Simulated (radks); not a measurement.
Sc3+, configuration [Ar] (the NIST ground configuration).

Calculated with a radial shooting solver on a logarithmic mesh with Libxc functionals: non-relativistic Kohn-Sham, PBE, spin-polarised, spherical densities, point nucleus.

Energy parts (Ry):
part                       energy
total                 -1517.49393
kinetic                1516.15800
electron-nucleus      -3549.85945
Hartree                 591.90979
exchange-correlation    -75.70227

Orbitals (lengths in bohr, moments of r in powers of bohr; r(90%) holds 90 % of the orbital's charge):
| orbital | occ. | eigenvalue (Ry) | <1/r> | r(90%) |
|---|---|---|---|---|
| 1s | 2 | -323.6417 | 20.53 | 0.131 |
| 2s | 2 | -36.95353 | 4.250 | 0.538 |
| 2p | 6 | -30.93529 | 4.182 | 0.508 |
| 3s | 2 | -6.30534 | 1.317 | 1.58 |
| 3p | 6 | -4.74601 | 1.206 | 1.73 |

The highest occupied level is 3p at -64.573 eV. For comparison, the ionisation energy in NIST's Atomic Spectra Database is 73.489 eV (measured). In exact Kohn-Sham theory the highest level is minus the ionisation energy, but local and semilocal functionals leave it too shallow, through self-interaction and a potential that decays too fast; potentials with the right tail come closer. Virial ratio -V/T = 2.00088. The electron density at the nucleus is 6188 e/bohr^3.
